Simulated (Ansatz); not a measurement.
Job for Ansatz (a quantum-chemistry and plane-wave program): U-SVWN5/def2-TZVPP on C2F5 (SMILES F[C](F)C(F)(F)F).

Ansatz 0.2 input:
```yaml
crystal:
  periodic: [false, false, false]
  atoms:
    - {symbol: F, position_ang: [1.27930655, -1.34183098, -0.02219666]}
    - {symbol: C, position_ang: [0.88066060, -0.10551173, -0.24738524]}
    - {symbol: F, position_ang: [1.64148407, 0.78604212, 0.35618922]}
    - {symbol: C, position_ang: [-0.60781692, 0.11473149, -0.06406947]}
    - {symbol: F, position_ang: [-0.97715212, -0.04986165, 1.21734774]}
    - {symbol: F, position_ang: [-0.92907505, 1.35456561, -0.43253812]}
    - {symbol: F, position_ang: [-1.28750713, -0.75813486, -0.80734748]}
basis:
  gaussian:
    orbitals: def2-TZVPP
hamiltonian:
  xc: {name: SVWN5}
magnetization: {spin_polarized: true, initial_magnetization: 1}
```

Output:

```
WARN ansatz: RAYON_NUM_THREADS=4 ignored (pool sized by the plan → 4); use --threads N
Functional definition: SVWN5
integrals: 0.13 GiB planned
1140 factors; their error is unknown
mean field: 1.15 GiB planned
mean field evaluation 1: about -15557.6319 eV, gradient 2.9e1 eV
mean field evaluation 2: about -15555.5533 eV, gradient 4.2e1 eV
mean field evaluation 4: about -15559.7287 eV, gradient 1.6e0 eV
mean field evaluation 8: about -15559.7356 eV, gradient 4.2e-2 eV
mean field evaluation 16: about -15559.7140 eV, gradient 4.4e-4 eV
mean field -15559.71399803 eV, -571.8089426746 hartree, gradient 7.5e-6 eV, S^2 0.751375; 0 other end points of the search recorded, 0 dependent functions left out
reference -15559.71401835 eV, -571.8089434216 hartree; 29, 28 occupied and 188, 189 virtual orbitals, 1140 factors
Total energy: -15559.71401835 eV, -571.8089434216 hartree
```

Self-consistency was reached.

Cost: about 2.4 core-seconds (a rough figure).
